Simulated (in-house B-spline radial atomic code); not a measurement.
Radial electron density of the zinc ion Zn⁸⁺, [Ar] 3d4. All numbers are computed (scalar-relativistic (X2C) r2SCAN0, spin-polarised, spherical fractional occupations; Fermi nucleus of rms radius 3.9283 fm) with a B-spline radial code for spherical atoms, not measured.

Caution: exact exchange at fractional occupations of open shells leaves self-interaction of up to several eV.

One-electron X2C: radii and densities carry no picture-change correction, so inner-shell <1/r> comes out high (for 1s by about 2 % at Z = 33, 5 % at 54, 10 % at 75, 30 % at 118) and <r> low.

Columns: r (bohr), 4πr²n(r) (electrons per bohr), bar.

```
 0.00189    1.033 #
 0.00224    1.387 #
 0.00267    1.874 ##
 0.00317    2.505 ###
 0.00377     3.34 ####
 0.00448    4.419 #####
 0.00533    5.816 ######
 0.00634    7.585 ########
 0.00754    9.783 ##########
 0.00897    12.46 #############
  0.0107    15.69 #################
  0.0127    19.28 ####################
  0.0151    23.24 ########################
  0.0179    27.23 #############################
  0.0213    31.08 #################################
  0.0254    34.29 ####################################
  0.0302    36.29 ######################################
  0.0359    36.78 #######################################
  0.0426    35.71 ######################################
  0.0507    33.44 ###################################
  0.0603    30.93 #################################
  0.0717    29.48 ###############################
  0.0853    30.22 ################################
   0.101    33.34 ###################################
   0.121    38.15 ########################################
   0.143    41.66 ############################################
   0.171    41.74 ############################################
   0.203    37.09 #######################################
   0.241    29.21 ###############################
   0.287    21.46 #######################
   0.341    17.57 ###################
   0.406    18.22 ###################
   0.482    20.78 ######################
   0.573    21.46 #######################
   0.682    18.33 ###################
   0.811    12.59 #############
   0.964    6.827 #######
    1.15    2.803 ###
    1.36   0.9146 #
    1.62   0.2075 
    1.93  0.03288 
    2.29 0.003659
```

On this grid the curve has 3 maxima, near 0.0359, 0.171, 0.573 bohr.

The 3d up radial function P(r) = rR(r), positive near the nucleus:

| r (bohr) | P |
| --- | --- |
| 0.0179 | 0.002003 |
| 0.0254 | 0.005253 |
| 0.0359 | 0.01329 |
| 0.0507 | 0.03238 |
| 0.0717 | 0.07547 |
| 0.101 | 0.1634 |
| 0.143 | 0.3278 |
| 0.203 | 0.59 |
| 0.287 | 0.9146 |
| 0.406 | 1.189 |
| 0.573 | 1.236 |
| 0.811 | 0.9636 |
| 1.15 | 0.5154 |
| 1.62 | 0.1686 |
| 2.29 | 0.02658 |
